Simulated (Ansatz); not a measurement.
Species: sum formula H$_{7}$SiN$_{3}$O, net charge 0, singlet state. 
Structure (B3LYP-D3(BJ)/def2-TZVP (Ansatz, a program for electronic structure) minimum search):
```
Si
O 1 1.6556
H 2 0.9599 1 115.49
N 1 1.7090 2 101.04 3 169.86
H 4 1.0056 1 121.94 2 179.50
H 4 1.0062 5 112.52 1 -155.51
N 1 1.7095 2 120.50 3 -74.53
H 7 1.0067 1 121.35 2 77.45
H 7 1.0067 8 112.13 1 152.21
N 1 1.7238 2 105.23 3 40.97
H 10 1.0082 1 119.44 2 -172.25
H 10 1.0082 11 110.65 1 144.93
```

Dipole moments at this geometry, in debye (magnitudes).

```tsv
level	program	dipole (D)
BLYP/def2-TZVPD	Ansatz	1.35
B97M-V/def2-TZVPD	Ansatz	1.34
B3LYP/def2-TZVPD	Ansatz	1.39
BHLYP/def2-TZVPD	Ansatz	1.44
r2SCANh/def2-TZVPD	Ansatz	1.39
CAM-B3LYP/def2-TZVPD	Ansatz	1.43
LC-wPBE/def2-TZVPD	Ansatz	1.44
wB97X-V/def2-TZVPD	Ansatz	1.41
CCSD(T)/aug-cc-pV(D+d)Z	Ansatz	1.37
```
